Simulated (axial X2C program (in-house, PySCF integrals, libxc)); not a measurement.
## MoNC⁺: properties at the nuclei

Computed with an axial X2C code built on PySCF integrals: two-component X2C with atomic mean-field Coulomb and Gaunt terms, Gaussian nuclei, basis Mo dyall-v3z, N dyall-av3z, C dyall-v3z with contracted cores.

Mo–N–C held linear, with bonds 1.909 and 1.192 Å (near the PBE0 minimum at charge 1 of the determinant lowest at the starting distance; the state shown can have its own minimum elsewhere, held linear; other orders of the atoms were not compared).

Input and command:
```json
{"zs": [42, 7, 6], "q": 1, "bas": ["dyall-v3z", "dyall-av3z", "dyall-v3z"], "r0": [2.04, 1.17], "symm": 0, "scan": ["PBE0", "HF", "LDA"], "levels": ["PBE0", "HF", "B3LYP"], "nst": 2}
```
```bash
python solin.py task.json out
```

Keys: zs atomic numbers; q charge; bas basis sets; r0 starting distance in Å; symm equal bonds; scan levels of the two-bond scan; levels methods; nst determinants followed.

Determinant lowest in the PBE0 search, Ω = 2 (⟨Sz⟩ = 2.00, ⟨Lz⟩ = 0.00 at PBE0), spin on the atoms Mo 1.95, N -0.05, C 0.10:

```tsv
level	Eeff magnitude (GV/cm)	Ws magnitude Mo (kHz)	A∥/gI Mo (MHz)	qzz Mo (a.u.)	A∥/gI N (MHz)	qzz N (a.u.)	A∥/gI C (MHz)	qzz C (a.u.)
PBE0	0.208	0.00917	-452	0.11	-11.1	-0.15	-2.26	-0.95
HF	0.757	0.108	-644	0.31	-24.4	-0.31	-1.71	-1.16
B3LYP	0.149	0.0281	-387	0.02	-8.55	-0.19	-1.91	-0.98
```

Determinant 0.47 eV from it at PBE0 and this distance, Ω = 1 (⟨Sz⟩ = 2.00, ⟨Lz⟩ = -1.00 at PBE0), spin on the atoms Mo 2.02, N -0.05, C 0.02:

| level | Eeff magnitude (GV/cm) | Ws magnitude Mo (kHz) | A∥/gI Mo (MHz) | qzz Mo (a.u.) | A∥/gI N (MHz) | qzz N (a.u.) | A∥/gI C (MHz) | qzz C (a.u.) |
| --- | --- | --- | --- | --- | --- | --- | --- | --- |
| PBE0 | 2.81 | 1.25 | 644 | -0.42 | -36.2 | -0.33 | -22.6 | -1.10 |
| HF | 3.81 | 1.67 | 26.6 | -1.45 | -43.4 | -0.36 | -12 | -1.25 |
| B3LYP | 2.62 | 1.15 | 755 | -0.33 | -29.6 | -0.35 | -22.3 | -1.12 |

Eeff is the effective electric field on the electron electric dipole moment in this Ω state and Ws the scalar–pseudoscalar constant of the nucleus named (defined with the proton number Z and per Ω); A∥ (defined per Ω) follows by multiplying with gI = μI/(I μN); qzz is the electric field gradient, eQq0 = 234.96 MHz × Q/barn × qzz. The operators were transformed with the bare-nucleus X2C matrices; with these basis sets, hyperfine constants and field gradients can be off by tens of per cent, and where levels differ in sign neither size nor sign is settled.

(1) With gI(95Mo) = -0.3657, gI(13C) = 1.4048 (g factors from the IAEA table of nuclear moments by Stone), turn the PBE0 values of the first state into constants in MHz.

The molecule was held linear; bending was not examined, so a bent shape may lie lower.

Each state is one determinant with collinear spin, which with several unpaired electrons need not be a pure state. Unrestricted Hartree–Fock can overshoot spin polarisation at the nuclei. This is the top spin component of a Σ state; components of lower Ω are not single determinants and can lie lower. With several open shells hyperfine constants can be off by a factor of several. Where Eeff spreads by more than a factor of two the levels disagree and none is to be relied on. Open-shell Ω = 0 determinants with evenly filled partner blocks cannot be reached by this program, so the Ω shown need not be the lowest component. States lie within half an eV, so the first need not be the ground state. The sign of Ws at Mo differs between levels in the first state. Where a field gradient or hyperfine factor spreads by more than a factor of two over the levels, a constant derived from it is not to be relied on. PBE0 term energies can be off by some tenths of an eV.

## Answers

(1) A∥(95Mo) = -452 × -0.3657 = 165 MHz; A∥(13C) = -2.26 × 1.4048 = -3.17 MHz.
